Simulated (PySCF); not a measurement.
Structure problem from calculated spectra and properties.

Formula: CH5F2NSi.

| Property | Result |
| --- | --- |
| UV, strongest line | among the 10 lowest singlet transitions: S9 at 8.39 eV (148 nm, f = 0.043) [TDDFT B3LYP/def2-SVPD] |
| 13C NMR | chemical shifts (computed TMS as zero) by class: 128.9 (1 C) ppm [GIAO CAM-B3LYP/pcSseg-2] |
| Valence photoelectron | vertical ionisation energy: 9.94 eV [ΔSCF B3LYP/def2-SVPD] |
| Rotational structure | rotational constants A, B, C: 6.824, 2.576, 2.016 GHz [PBE0-D3(BJ)/def2-SVP] |
| 1H NMR | chemical shifts (computed TMS as zero) by class: 6.00 (1 H), 4.65 (2 H), 0.35 (2 H) ppm [GIAO CAM-B3LYP/pcSseg-2] |
| XPS | Si2p3/2 107.3, C1s 294.8, N1s 405.1, F1s 693.0 (×2), Si1s 1847.1 eV [ΔSCF SCAN, pcX-2 on the ionised atom, pcseg-1 elsewhere, spin-free X2C, 2p3/2 from a spin–orbit splitting computed afterwards within the 2p shell] |
| Triplet | lowest triplet excitation (Tamm–Dancoff): 5.83 eV [TDA B3LYP/def2-SVPD] |
| Dipole | 2.70 D [B3LYP/def2-SVPD] |
| Polarisability | 50.8 au [B3LYP/def2-SVPD] |
| NMR, other nuclei | isotropic shieldings of nuclei other than C and H, by class: 259 (1 N), 334 (2 F), 372 (1 Si) ppm [GIAO CAM-B3LYP/pcSseg-2] |

The electronic properties come from PySCF, for the isolated species, density fitting. Levels stand in brackets. The structure is a single PBE0-D3(BJ)/def2-SVP conformer in the gas phase; no vibrational or solvent corrections. NMR classes are plain means over equivalent atoms (diastereotopic ones count apart unless rotation or inversion swaps them), as if these changed places fast.

Question: Propose a structure and show how it fits.

Answer: Numbering: `[NH2:1][SiH2:2][CH:3]([F:4])[F:5]`. Its formula, CH5F2NSi, gives 0 degrees of unsaturation, so no ring and no π bond. The one carbon: CHF2 carbon [C3] (128.9 ppm). Hydrogen classes from least to most shielded: 1 H on a CHF2 carbon, C3 (6.00 ppm), 2 H on an SiH2 silicon, Si2 (4.65 ppm), 2 H on a silicon-bound nitrogen, N1 (0.35 ppm). The other shieldings belong to: 259 ppm, silicon-bound nitrogen [N1]; 334 ppm, fluorine of a CF2 group [F4/F5]; 372 ppm, SiH2 silicon [Si2]. The core levels belong to: Si2p3/2 107.3 eV, SiH2 silicon [Si2]; C1s 294.8 eV, CHF2 carbon [C3]; N1s 405.1 eV, silicon-bound nitrogen [N1]; F1s 693.0 eV, fluorine of a CF2 group [F4/F5]; Si1s 1847.1 eV, SiH2 silicon [Si2]. One atom of each topological class was ionised and stands for its class. The first electron is taken from the HOMO, whose largest Löwdin shares are 0.55 on the silicon-bound nitrogen, 0.14 on the SiH2 silicon, 0.09 on an Si–H hydrogen and 0.06 on the CHF2 carbon. The optimised geometry has point group C1 and is an asymmetric top. Structure: `FC([SiH2]N)F`. The assignments are read from this structure; whether some other isomer fits the data as well wasn't checked.

The values belong to the conformer `[NH2:1][SiH2:2][CH:3]([F:4])[F:5]`: N1–Si2–C3–F4 57°, H–N1–Si2–C3 158°, H–N1–Si2–C3 -59°.
